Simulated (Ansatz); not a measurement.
Basis-set series for C2H8CuNS, SMILES `C[S+](C)[Cu-][NH2]`. Total charge 0; spin multiplicity 1. The geometry is a stationary point of PBE0-D4/def2-TZVP. It is one conformer, not always the lowest.

```
functional       basis  functions  energy (Eh)  HOMO (eV)  LUMO (eV)
   PBE0-D4  def2-TZVPP        311  -2174.04812      -5.06      -0.13
   PBE0-D4  def2-QZVPP        581  -2174.11208      -5.17      -0.38
   ωB97M-V  def2-TZVPP        311  -2174.39709      -7.39       1.42
   ωB97M-V  def2-QZVPP        581  -2174.45936      -7.50       0.79
```

(1) Give the rows for def2-SVP. (An estimate is asked.)

## Answers

(1) The calculation gave: 
```csv
functional,basis,functions,energy (Eh),HOMO (eV),LUMO (eV)
PBE0-D4,def2-SVP,131,-2173.49548,-4.47,0.40
ωB97M-V,def2-SVP,131,-2173.83631,-6.78,1.64
```

Positive LUMOs are unbound and depend on the basis. Scalar relativity is left out up to krypton.

Program: Ansatz 0.2.0.
